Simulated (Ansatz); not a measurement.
Geometry optimisation, RKS PBE/def2-SVP (Ansatz 0.2.0).

input.yaml

```yaml
crystal:
  periodic: [false, false, false]
  atoms:
    - { symbol: "N", position_ang: [-0.951, 1.4801, 0.2713] }
    - { symbol: C, position_ang: [-0.7558, 0.0859, 0.2466] }
    - { symbol: S, position_ang: [-0.3284, -0.4537, -1.47] }
    - { symbol: Ge, position_ang: [1.64, -1.0738, -0.4928] }
    - { symbol: S, position_ang: [0.6717, -0.3198, 1.3363] }
    - { symbol: H, position_ang: [-0.65359, 1.89914, -0.70592] }
    - { symbol: H, position_ang: [-0.26832, 1.93888, 0.93626] }
    - { symbol: H, position_ang: [-1.6167, -0.4474, 0.5791] }
    - { symbol: H, position_ang: [2.784, -0.2211, -0.9072] }
    - { symbol: H, position_ang: [1.7233, -2.6252, -0.4407] }
basis:
  gaussian: { orbitals: def2-SVP }
hamiltonian:
  xc: pbe
relax:
  f_tol: 0.015
  max_steps: 40
```

Launched with:

```bash
$ ansatz run input.yaml --threads 2 --pin off --max-ram 3072MiB --backend cpu --events-out ev --progress --plain --runs-dir out
```

**Question.** Where does it end, and by what steps?

**Answer.** The forces met the threshold. After 11 steps the energy has fallen by 0.710 eV; H7 moved furthest, 1.17 Å.

```tsv
step	energy less start (eV)	largest force component (eV/Å)	accepted
0	0.0000	3.195	yes
1	-0.4081	0.918	yes
2	-0.4493	0.191	yes
3	-0.4925	0.347	yes
4	-0.5286	1.232	yes
5	-0.6255	0.528	yes
6	-0.6708	0.442	yes
7	-0.6978	0.237	yes
8	-0.7075	0.103	yes
9	-0.7088	0.159	yes
10	-0.7102	0.018	yes
11	-0.7103	0.013	yes
```

```xyz
10
Properties=species:S:1:pos:R:3
N -1.039 1.566 0.115
C -0.622 0.228 0.210
S -0.246 -0.451 -1.488
Ge 1.658 -1.221 -0.555
S 0.976 -0.137 1.274
H -0.307 2.190 -0.245
H -1.432 1.936 0.988
H -1.418 -0.379 0.685
H 2.966 -0.700 -1.217
H 1.709 -2.769 -0.413
```

Whether the end is a true minimum wasn't checked by a vibrational analysis.

The run took 12 s on 2 threads of AMD EPYC 9R45 96-Core Processor (Zen 5), with other jobs on the host, peak memory 0.2 GiB.
